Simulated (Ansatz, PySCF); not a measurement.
Molecule: 1,1-difluoro-1-methoxyethane, C$_{3}$H$_{6}$F$_{2}$O (charge 0, singlet). 
Structure (B3LYP-D3(BJ)/def2-TZVP (Ansatz, a program for electronic structure) minimum search):
SMILES: COC(F)(C)F
```xyz
12

C      1.6896    -1.0185     0.2085
O      0.9300     0.1437     0.5371
C     -0.3139     0.2409    -0.0185
C     -1.2971    -0.8555     0.3206
F     -0.7976     1.4389     0.3963
F     -0.2022     0.3290    -1.3935
H      1.2729    -1.9125     0.6787
H      1.7462    -1.1582    -0.8719
H      2.6865    -0.8408     0.6028
H     -2.2649    -0.6085    -0.1111
H     -1.3901    -0.9337     1.4027
H     -0.9645    -1.8081    -0.0871
```
Charge 0, spin multiplicity 1.

Dipole moments at this geometry, in debye (magnitudes).

| level | program | dipole (D) |
|---|---|---|
| HF/def2-TZVPD | PySCF | 3.44 |
| PBE/def2-TZVPD | Ansatz | 2.96 |
| BLYP/def2-TZVPD | Ansatz | 3.01 |
| revPBE/def2-TZVPD | Ansatz | 2.93 |
| PBE0/def2-TZVPD | Ansatz | 3.12 |
| CCSD(T)/aug-cc-pVDZ | Ansatz | 3.12 |
